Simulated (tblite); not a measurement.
A geometry optimisation, step by step.

Compound: C6H10AsN.
SMILES with atom numbers: `[H]/[N:2]=[CH:3]/[C@@H:4]([AsH2:5])[C@@H:6]1[C@@H:7]2[CH2:8][C@H:9]12` (hydrogens: H1 on N2; H10 on C3; H11 on C4; H12, H13 on As5; H14 on C6; H15 on C7; H16, H17 on C8; H18 on C9)

Computed with GFN2-xTB (tblite), gas phase: L-BFGS steps from a force-field or distance-geometry start until the largest atomic force falls under 0.01 eV/Å. 8 of its 200 geometries are shown.

Step 0: E = -625.2365 eV, largest atomic force 6.442 eV/Å
```
atom  x, y, z in Å  |  force x, y, z in eV/Å
H1      0.760    2.649   -1.835    0.577  -0.028   0.397
N2      0.551    1.706   -1.537    0.066  -1.807   0.876
C3      1.204    1.055   -0.637   -1.388   4.806  -2.105
C4      0.840   -0.272   -0.287    4.439  -1.721  -0.478
As5     2.434   -0.949    0.706    3.645   0.959  -1.199
C6     -0.255   -0.850    0.334   -6.249  -1.493   0.466
C7     -1.550   -0.569   -0.496    1.518   1.320   0.919
C8     -1.884    0.844    0.021   -0.120  -2.966   0.703
C9     -1.589   -0.405    0.918   -0.245   1.261  -0.020
H10     2.037    1.609   -0.169    0.258  -0.574   0.511
H11     0.963   -0.837   -1.263   -0.053   0.247   0.383
H12     2.510   -2.496    0.672   -1.065   0.292   0.869
H13     2.517   -0.351    2.140   -1.035  -0.911  -0.017
H14    -0.174   -1.945    0.568    0.310   0.686  -0.385
H15    -2.012   -1.107   -1.224   -1.104  -1.037  -1.509
H16    -1.329    1.540    0.553    1.465   1.788  -1.051
H17    -2.900    1.108   -0.210   -0.353   0.042   0.448
H18    -2.133   -0.725    1.734   -0.666  -0.864   1.191
```

Step 28: E = -628.6151 eV, largest atomic force 0.362 eV/Å
```
atom  x, y, z in Å  |  force x, y, z in eV/Å
H1      0.829    2.687   -1.759    0.133  -0.118   0.016
N2      0.805    1.667   -1.724    0.082  -0.090   0.064
C3      1.107    1.135   -0.626    0.045   0.181  -0.051
C4      1.068   -0.347   -0.452   -0.123   0.263  -0.217
As5     2.549   -0.903    0.786    0.154   0.186  -0.127
C6     -0.277   -0.927   -0.008    0.185   0.004   0.308
C7     -1.665   -0.595   -0.439    0.163  -0.102  -0.012
C8     -1.795    0.780    0.119   -0.023  -0.155  -0.082
C9     -1.243   -0.318    0.975    0.071  -0.197  -0.089
H10     1.460    1.710    0.258   -0.190  -0.090   0.022
H11     1.313   -0.779   -1.433   -0.177  -0.051   0.002
H12     2.061   -2.300    0.973   -0.088  -0.157  -0.067
H13     1.852   -0.542    2.055   -0.159   0.120   0.102
H14    -0.119   -2.004    0.117   -0.116  -0.026   0.132
H15    -2.408   -1.246   -0.856    0.011   0.080  -0.041
H16    -1.153    1.576   -0.221    0.010   0.047  -0.041
H17    -2.822    1.084    0.290    0.066   0.150   0.209
H18    -1.571   -0.671    1.934   -0.042  -0.043  -0.126
```

Step 57: E = -628.7966 eV, largest atomic force 0.074 eV/Å
```
atom  x, y, z in Å  |  force x, y, z in eV/Å
H1      1.278    2.679   -1.780    0.034   0.039  -0.015
N2      1.198    1.665   -1.771    0.003   0.040   0.026
C3      1.010    1.146   -0.641   -0.018  -0.001   0.047
C4      0.963   -0.327   -0.506    0.069  -0.024  -0.014
As5     2.521   -0.750    0.700    0.022  -0.023   0.004
C6     -0.296   -0.979    0.030    0.013  -0.004   0.002
C7     -1.695   -0.652   -0.386   -0.018  -0.013   0.045
C8     -1.771    0.729    0.167   -0.033   0.019  -0.051
C9     -1.244   -0.383    1.017   -0.028   0.039  -0.012
H10     0.970    1.702    0.314    0.006   0.033  -0.008
H11     1.170   -0.746   -1.497    0.022  -0.053  -0.041
H12     2.135   -2.195    0.878   -0.023   0.008  -0.012
H13     1.761   -0.423    1.960    0.006   0.001  -0.038
H14    -0.116   -2.049    0.164   -0.007  -0.032   0.018
H15    -2.458   -1.269   -0.812    0.003  -0.030   0.009
H16    -1.105    1.488   -0.218   -0.013   0.000   0.012
H17    -2.757    1.115    0.401   -0.019  -0.020   0.030
H18    -1.573   -0.745    1.970   -0.018   0.022  -0.001
```

Step 85: E = -628.8283 eV, largest atomic force 0.175 eV/Å
```
atom  x, y, z in Å  |  force x, y, z in eV/Å
H1      1.525    2.759   -1.513   -0.011  -0.055  -0.014
N2      1.409    1.750   -1.603   -0.058  -0.041   0.073
C3      1.002    1.160   -0.564    0.104   0.039  -0.009
C4      0.907   -0.317   -0.542    0.092   0.019  -0.037
As5     2.576   -0.870    0.465   -0.049   0.166  -0.024
C6     -0.304   -0.965    0.100    0.008   0.057  -0.040
C7     -1.726   -0.766   -0.327   -0.083   0.079   0.130
C8     -1.864    0.677    0.026    0.026   0.060  -0.019
C9     -1.268   -0.279    1.012    0.047   0.015  -0.046
H10     0.814    1.670    0.394   -0.037  -0.063   0.091
H11     1.030   -0.665   -1.574   -0.037  -0.074   0.008
H12     2.038   -2.236    0.785    0.022  -0.074   0.005
H13     2.038   -0.391    1.792    0.030  -0.020  -0.044
H14    -0.085   -2.001    0.377    0.007   0.024  -0.011
H15    -2.462   -1.479   -0.634   -0.007  -0.016  -0.016
H16    -1.238    1.407   -0.473   -0.027  -0.036  -0.013
H17    -2.861    1.053    0.243    0.061  -0.070  -0.039
H18    -1.538   -0.502    2.023   -0.089  -0.009   0.003
```

Step 114: E = -628.8711 eV, largest atomic force 0.029 eV/Å
```
atom  x, y, z in Å  |  force x, y, z in eV/Å
H1      1.682    2.813   -1.050   -0.001   0.000  -0.014
N2      1.541    1.829   -1.267    0.016   0.003  -0.023
C3      1.002    1.149   -0.354   -0.026  -0.009   0.009
C4      0.817   -0.311   -0.519   -0.005   0.005  -0.007
As5     2.632   -0.997    0.025    0.013   0.007   0.008
C6     -0.327   -0.908    0.280    0.012  -0.001  -0.007
C7     -1.745   -0.902   -0.210    0.014   0.005   0.006
C8     -1.929    0.580   -0.258    0.000   0.002  -0.007
C9     -1.364   -0.072    0.965    0.015  -0.003   0.024
H10     0.706    1.545    0.630    0.001   0.004   0.011
H11     0.719   -0.544   -1.585    0.003   0.016   0.000
H12     2.115   -2.312    0.561   -0.010  -0.004  -0.019
H13     2.535   -0.438    1.421    0.003  -0.021   0.016
H14    -0.044   -1.817    0.816   -0.009   0.000   0.010
H15    -2.437   -1.703   -0.362   -0.004   0.000  -0.005
H16    -1.288    1.176   -0.896    0.002   0.009  -0.006
H17    -2.941    0.962   -0.193   -0.008  -0.023  -0.004
H18    -1.682   -0.044    1.986   -0.014   0.010   0.006
```

Step 142: E = -628.8838 eV, largest atomic force 0.021 eV/Å
```
atom  x, y, z in Å  |  force x, y, z in eV/Å
H1      1.702    2.866   -1.031   -0.001   0.002  -0.009
N2      1.564    1.878   -1.231    0.001  -0.010   0.018
C3      1.017    1.213   -0.311    0.008   0.004  -0.001
C4      0.825   -0.248   -0.465    0.001   0.002   0.008
As5     2.634   -1.009   -0.011   -0.010  -0.003   0.011
C6     -0.295   -0.827    0.382    0.001  -0.008   0.002
C7     -1.697   -0.951   -0.131   -0.001  -0.001  -0.002
C8     -1.955    0.505   -0.348    0.005  -0.002   0.001
C9     -1.392    0.021    0.952    0.004  -0.005  -0.003
H10     0.704    1.626    0.661    0.002   0.006  -0.006
H11     0.683   -0.474   -1.528    0.000   0.005   0.004
H12     2.100   -2.408    0.184   -0.007   0.007  -0.006
H13     2.474   -0.782    1.473    0.004   0.003  -0.013
H14     0.026   -1.649    1.026    0.004   0.002  -0.004
H15    -2.344   -1.800   -0.211   -0.004   0.006  -0.002
H16    -1.327    1.067   -1.029    0.001  -0.007  -0.001
H17    -2.988    0.833   -0.350   -0.007  -0.003   0.002
H18    -1.740    0.146    1.956   -0.003   0.002   0.002
```

Step 171: E = -629.0183 eV, largest atomic force 0.189 eV/Å
```
atom  x, y, z in Å  |  force x, y, z in eV/Å
H1      2.878    2.506   -0.305    0.041   0.037   0.022
N2      2.493    1.577   -0.452   -0.039   0.072   0.087
C3      1.267    1.438   -0.208   -0.090   0.072  -0.058
C4      0.670    0.108   -0.483    0.073  -0.074   0.047
As5     2.221   -1.116   -0.782    0.088   0.032  -0.164
C6     -0.265   -0.390    0.595    0.002  -0.004   0.081
C7     -1.508   -1.164    0.273    0.080   0.139  -0.034
C8     -2.239   -0.072   -0.448    0.019  -0.015  -0.027
C9     -1.615    0.192    0.884   -0.022   0.029  -0.009
H10     0.599    2.236    0.163    0.110  -0.141  -0.047
H11     0.133    0.197   -1.432    0.006  -0.002  -0.022
H12     1.434   -2.367   -0.475   -0.071  -0.035  -0.012
H13     2.646   -1.073    0.646    0.035  -0.007   0.101
H14     0.286   -0.729    1.477   -0.057   0.013  -0.054
H15    -1.816   -2.145    0.568   -0.064   0.017   0.007
H16    -1.828    0.386   -1.344   -0.036  -0.089   0.088
H17    -3.317   -0.137   -0.479   -0.104  -0.038   0.005
H18    -2.047    0.559    1.792    0.029  -0.006  -0.010
```

Step 199: E = -629.0578 eV, largest atomic force 0.008 eV/Å
```
atom  x, y, z in Å  |  force x, y, z in eV/Å
H1      3.056    2.358    0.063    0.003   0.003  -0.003
N2      2.606    1.475   -0.169    0.002   0.003  -0.005
C3      1.351    1.487   -0.232    0.002  -0.007   0.004
C4      0.660    0.214   -0.555   -0.003   0.002  -0.002
As5     2.101   -1.116   -0.931   -0.004   0.005   0.002
C6     -0.236   -0.195    0.598    0.000  -0.001  -0.001
C7     -1.386   -1.143    0.462   -0.001   0.000   0.004
C8     -2.253   -0.311   -0.427    0.003  -0.003  -0.003
C9     -1.639    0.291    0.796    0.000   0.000  -0.001
H10     0.722    2.370   -0.047    0.003  -0.005   0.004
H11     0.067    0.367   -1.462    0.001   0.004   0.005
H12     1.139   -2.283   -0.930   -0.005   0.000   0.003
H13     2.384   -1.383    0.514   -0.001  -0.001  -0.002
H14     0.345   -0.311    1.515   -0.003   0.006  -0.005
H15    -1.596   -2.062    0.970   -0.001   0.000   0.000
H16    -1.912   -0.022   -1.413    0.003  -0.002  -0.001
H17    -3.318   -0.507   -0.395    0.002  -0.002  -0.003
H18    -2.099    0.777    1.632   -0.003  -0.003   0.004
```

Question: Summarise the path.

Answer: The energy falls by 368.70 kJ/mol from step 0 to step 199; nine tenths of that is first reached at step 32. It rises by more than 0.2 meV at steps 154, 155 and 163. The largest force goes from 6.442 to 0.008 eV/Å. Among the bonds C4–C6 changes most, from 1.385 to 1.516 Å; the atoms move by 1.763 Å rms after alignment.

The cost below is that of the whole relaxation. The run took 2.5 s wall on Intel Xeon Platinum 8259CL at 2.50 GHz, one thread (shared host).
